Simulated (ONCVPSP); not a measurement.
How hard is this Ni ONCV potential?

| Property | Result |
| --- | --- |
| Element | Ni |
| Generator | ONCVPSP 4.0.1 |
| Type | optimised norm-conserving Vanderbilt (ONCV) |
| Functional | PBE |
| Relativity | scalar-relativistic |
| Frozen core | [Ne] |
| Valence charge | 18 |
| Reference configuration | 3s2 3p6 3d8 4s1.5 (charge +0.5) |
| Partial waves | 3s+4s: rc 1.10 bohr, ncon 3, nbas 7, qcut 13.4 1/bohr, 2 projectors; 3p: rc 0.90 bohr, ncon 3, nbas 6, qcut 13.9 1/bohr, 2 projectors, debl 1.3 Ha; 3d: rc 1.65 bohr, ncon 4, nbas 8, qcut 8.4 1/bohr, 2 projectors, debl 1.9 Ha |
| Local potential | polynomial inside 0.60 bohr (lpopt 5, dvloc0 -1 Ha) |
| Core correction | Teter function, fcfact 4.25, rcfact 1.75 |

In the p channel the program set the typed energies aside and used -2.784, 0.250 Ha.

Problem. For each optimised wave give the share of its norm inside rc, the residual kinetic energy above qcut (Ha) and the cutoffs (Ha) for errors of 10, 1, 0.1 and 0.01 mHa per electron.

Solution.

```
         wave  norm inside rc  residual KE  10 mHa  1 mHa  0.1 mHa  0.01 mHa
           3s           0.897      1.0e-07    44.8   57.6     67.7      76.0
           4s           0.033      1.6e-08    30.2   46.8     59.8      69.9
           3p           0.703      2.4e-06    30.7   39.8     73.1      86.6
p projector 2           0.049      4.8e-07    24.6   33.4     59.1      79.8
           3d           0.878      1.8e-04    27.8   32.2     44.4      90.2
d projector 2           0.097      4.9e-04    27.8   33.6     66.8     109.7
```

The occupied waves need 58 Ha and 73 Ha for 1 and 0.1 mHa.
